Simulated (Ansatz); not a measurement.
Frontier orbitals of ClH$_{2}$NS$_{2}$W, SMILES `[NH2][W](=[S])(=[S])[Cl]`.

Z-matrix (Å, degrees):
```
W
S 1 2.120
S 1 2.120 2 111.1
N 1 1.913 2 107.9 3 118.0
Cl 1 2.264 2 109.9 3 -121.8
H 4 1.010 1 123.6 2 -144.4
H 4 1.010 1 123.6 2 24.3
```

The species carries charge 0 and has multiplicity 1. Correlated methods include outer-core shells of W, which these sets cover unevenly. W: def2 effective core potential. The geometry is a stationary point of PBE0-D4/def2-TZVP. It is one conformer, not always the lowest. Basis def2-TZVPP, the Gaussian-basis code of Ansatz.

Orbital energies of one run (eV). Highest occupied ones, from the top: -9.83, -10.55, -11.18, -11.54, -12.34, -12.40, -12.99, -13.57, -13.73, -14.50, -16.18, -18.26, -22.26, -22.80. Empty: -0.87, -0.49, 0.28, 0.51, 0.90, 2.06.

Which functional gave them?
A. BHLYP
B. LC-ωPBE
C. ωB97M-V
D. PBE0

B. HOMO energies: LC-ωPBE -9.83, ωB97M-V -9.32, PBE0 -7.35, BHLYP -8.28 eV.

LC-ωPBE has ω = 0.4 bohr⁻¹.
